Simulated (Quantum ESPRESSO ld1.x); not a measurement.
Ce, configuration [Xe] 4f1 5d1 6s2. Method: scalar-relativistic Kohn-Sham, Slater X-alpha with alpha = 1, spin-unpolarised, spherical densities, point nucleus; computed with ld1.x of Quantum ESPRESSO 7.5.

Normalised radial functions P(r) = r R(r), r in bohr:

r              4p       5p       6s
0.001173   0.0024   0.0010   0.0139
0.001589   0.0041   0.0016   0.0179
0.002154   0.0070   0.0027   0.0227
0.002943   0.0119   0.0047   0.0286
0.003988   0.0202   0.0079   0.0351
0.005405   0.0339   0.0133   0.0420
0.007325   0.0564   0.0221   0.0482
0.009928   0.0922   0.0362   0.0521
0.01345    0.1473   0.0579   0.0511
0.01838    0.2295   0.0901   0.0413
0.02491    0.3349   0.1314   0.0199
0.03376    0.4521   0.1771  -0.0137
0.04576    0.5413   0.2115  -0.0533
0.06201    0.5287   0.2053  -0.0817
0.08404    0.3253   0.1233  -0.0736
0.1148    -0.1127  -0.0504  -0.0102
0.1556    -0.6106  -0.2431   0.0805
0.2109    -0.8144  -0.3080   0.1222
0.2858    -0.3855  -0.1113   0.0423
0.3873     0.5519   0.2657  -0.1156
0.525      1.3191   0.4718  -0.1739
0.7115     1.3349   0.2021  -0.0134
0.972      0.7695  -0.4132   0.2292
1.317      0.2638  -0.8489   0.2569
1.785      0.0495  -0.8282  -0.0126
2.419      0.0044  -0.5002  -0.3762
3.279      0.0001  -0.1928  -0.5691
4.444      0.0000  -0.0451  -0.5044
6.071      0.0000  -0.0053  -0.2822
8.228      0.0000  -0.0003  -0.0983
11.15      0.0000  0.0000  -0.0196

4p: eigenvalue -222.80 eV, 2 radial nodes at r = 0.107, 0.327 bohr, <r> = 0.666 bohr, 90 % of the charge inside 0.968 bohr. 5p: eigenvalue -26.650 eV, 3 radial nodes at r = 0.106, 0.314, 0.794 bohr, <r> = 1.70 bohr, 90 % of the charge inside 2.48 bohr. 6s: eigenvalue -4.612 eV, 5 radial nodes at r = 0.0302, 0.119, 0.311, 0.723, 1.77 bohr, <r> = 4.03 bohr, 90 % of the charge inside 5.87 bohr.
